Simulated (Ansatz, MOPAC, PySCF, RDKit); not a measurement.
Torsion C1–C2–C3–O4 in C3H8O (SMILES CCCO); at each angle all else is relaxed with GFN2-xTB, and the levels are single points there.
Geometry at 180° (charge 0, multiplicity 1):
```csv
atom,x (Å),y (Å),z (Å)
C,-1.1973,0.7628,0.1149
C,-0.4187,-0.4881,-0.2693
C,0.9677,-0.5078,0.3755
O,1.7133,-1.6538,0.0376
H,-2.1807,0.7556,-0.3486
H,-0.6690,1.6555,-0.2114
H,-1.3254,0.8164,1.1940
H,-0.9728,-1.3759,0.0508
H,-0.3042,-0.5395,-1.3537
H,1.5605,0.3391,0.0223
H,0.8667,-0.4260,1.4687
H,1.2102,-2.4355,0.2918
```

On the grid 0° to 180°, 0° is the highest and 180° the lowest point at MP2/CBS(cc-pVTZ, cc-pVQZ) + ΔCCSD(T)/cc-pVTZ.

Cores are frozen in the correlated methods. Rows in STO-3G carry no dispersion term and start afresh at each structure. The state reached by PM7 isn't checked; PM7 holds dispersion and hydrogen-bond terms.

Programs: Ansatz (Gaussian orbitals); MOPAC for PM7 (differences of heats of formation); PySCF for STO-3G rows, the dispersion terms; RDKit for the force fields. Each number belongs to the level named beside it.

```
level                    energy at 0° less that at 180° (kcal/mol)
-----------------------  -----------------------------------------
UFF                                                           6.44
PM7                                                           2.40
HF/STO-3G                                                     4.11
BLYP-D4/def2-TZVPP                                             [?]
B3LYP-D3(BJ)/def2-TZVPP                                       4.97
PBE0-D3(BJ)/def2-TZVPP                                        4.92
MP2/cc-pVTZ                                                   4.99
CCSD/cc-pVDZ                                                  4.59
CCSD(T)/cc-pVDZ                                               4.50
```

Task: What belongs in the gaps?

Result: 
- BLYP-D4/def2-TZVPP, energy at 0° less that at 180° (kcal/mol): 4.71

Ansatz is a quantum-chemistry and plane-wave program.
